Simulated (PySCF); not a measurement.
Molecule: fluoro(trimethyl)germane, C3H9FGe (charge 0, singlet). 
Structure (B3LYP-D3(BJ)/def2-TZVP (Ansatz) minimum search):
SMILES: [CH3][Ge]([CH3])([CH3])[F]
```xyz
14

C      1.6029    -0.9233    -0.6459
Ge    -0.0031    -0.0035    -0.0178
C     -1.6031    -1.1255    -0.0492
C     -0.2671     1.7487    -0.8424
F      0.2947     0.3310     1.6956
H      1.5091    -1.1718    -1.7041
H      1.7514    -1.8439    -0.0822
H      2.4759    -0.2851    -0.5124
H     -2.4408    -0.5952     0.4027
H     -1.4266    -2.0444     0.5093
H     -1.8653    -1.3846    -1.0761
H     -1.1165     2.2540    -0.3836
H     -0.4591     1.6407    -1.9110
H      0.6223     2.3636    -0.7072
```
Charge 0, spin multiplicity 1.

Dispersion corrections to the total energy (kcal/mol) from the dftd3 and dftd4 libraries through PySCF: D3(BJ) without and D4 with the three-body term, each with the damping fitted for the functional named.

| functional | D3(BJ) | D4 |
|---|---|---|
| HF | [?] | -20.61 |
| HSE06 | -4.33 | -4.86 |
| PBE | -6.22 | [?] |
| PW6B95 | [?] | -5.24 |
| B2PLYP | -5.24 | -4.27 |
| B3LYP | -10.92 | -9.74 |
| B2GP-PLYP | -4.59 | -2.62 |

Task: Fill in the missing entries.

Result: 
- HF, D3(BJ): -47.41
- PBE, D4: -6.11
- PW6B95, D3(BJ): -3.40
